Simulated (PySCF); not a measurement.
Compound: propyl propanoate, C6H12O2.
SMILES: `C(CC)(=O)OCCC`

A linear-response calculation (PySCF, def2-SVPD basis, gas phase, vertical, core orbitals frozen in the response) gave these numbers; the functional is withheld.

Orbital energies (eV): HOMO-3 -11.71, HOMO-2 -11.27, HOMO-1 -10.51, HOMO -9.93, LUMO 2.15, LUMO+1 2.32, LUMO+2 2.62.

| state | E (eV) | f | main configurations (H = HOMO, L = LUMO) |
| --- | --- | --- | --- |
| S1 | 6.03 | 0.0007 | H→L (74%), H→L+1 (19%) |
| S2 | 8.06 | 0.013 | H→L+1 (40%), H-1→L (26%), H→L (12%) |
| S3 | 8.15 | 0.147 | H-1→L (54%), H→L+1 (26%) |
| S4 | 8.61 | 0.0010 | H-4→L (37%), H-2→L (30%), H-4→L+1 (9%) |
| S5 | 8.74 | 0.0054 | H-1→L+1 (70%), H-1→L (10%), H-1→L+3 (9%) |
| S6 | 9.10 | 0.0056 | H→L+2 (48%), H→L+5 (15%), H→L+4 (11%) |

Triplets, Tamm–Dancoff:

```csv
state,E (eV),λ (nm),"main configurations (H = HOMO, L = LUMO)"
T1,5.54,223.7,"H→L (74%), H→L+1 (19%)"
T2,6.32,196.2,"H-1→L (56%), H-1→L+1 (14%)"
T3,7.99,155.2,"H→L+1 (64%), H→L (14%), H→L+5 (8%)"
T4,8.16,151.9,"H-2→L (27%), H-4→L (24%)"
```

Vertical ionisation energy by ΔSCF with the same functional: 10.23 eV. Mean static polarisability: 80.9 au.

**Question.** Which of these was used?
A. PBE
B. PBE0
C. wB97X-D
D. HF

**Answer.** C. wB97X-D is range-separated, 22% exact exchange at short range and 100% at long range (ω = 0.2 bohr⁻¹). In this run −ε(HOMO) = 9.93 eV differs from the ΔSCF value by -0.30 eV, and S1 differs from the orbital gap of 12.08 eV by -6.05 eV. The ratio −ε(HOMO)/IP is 0.97. Usual ranges for neutral molecules in this basis: 0.89 to 0.99 with wB97X-D, 0.5 to 0.7 with PBE, 0.7 to 0.83 with PBE0; with Hartree–Fock the ratio is 1 or more (Koopmans' value less the relaxation energy is the ΔSCF value). The other options: PBE, a GGA without exact exchange; HF, time-dependent Hartree–Fock, 100% exact exchange; PBE0, a global hybrid with 25% exact exchange.

Method: TDDFT wB97X-D/def2-SVPD, vertical, gas phase, core orbitals frozen in the response in PySCF. Isolated species at its PBE0-D3(BJ)/def2-SVP geometry (one conformer only).

Conformer computed: `[CH3:1][CH2:2][CH2:3][O:4][C:5](=[O:6])[CH2:7][CH3:8]`: C1–C2–C3–O4 176°, C2–C3–O4–C5 86°, C3–O4–C5–O6 0°, O4–C5–C7–C8 -177°.
